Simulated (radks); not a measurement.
Question: All-electron atom: Cl in [Ne] 3s2 3p5. Calculated with a radial shooting solver on a logarithmic mesh with Libxc functionals: scalar-relativistic Kohn-Sham, LDA (Slater exchange, Perdew-Wang correlation), spin-polarised, spherical densities, finite nucleus; open shells are filled with parallel spins first; Fermi nuclear charge, rms radius 3.3654 fm. Some entries of the table are withheld. Estimate them.

orbital  occ.  eigenvalue (eV)  r(max) (bohr)  <r> (bohr)
1s up       1        -2741.972        0.05962     0.09121
1s down     1        -2741.791        0.05962     0.09121
2s up       1        -251.7811         0.3628      0.4461
2s down     1        -251.5867         0.3628      0.4459
2p up       3        -191.7079         0.3014      0.4078
2p down     3        -191.4666         0.3014      0.4077
3s up       1         -21.0989          1.278       1.533
3s down     1         -20.2117          1.278       1.540
3p up       3          -9.0639            (1)       1.832
3p down     2          -8.2761            (2)       1.861

Answer: 
(1) 3p up r(max) (bohr): 1.422
(2) 3p down r(max) (bohr): 1.428
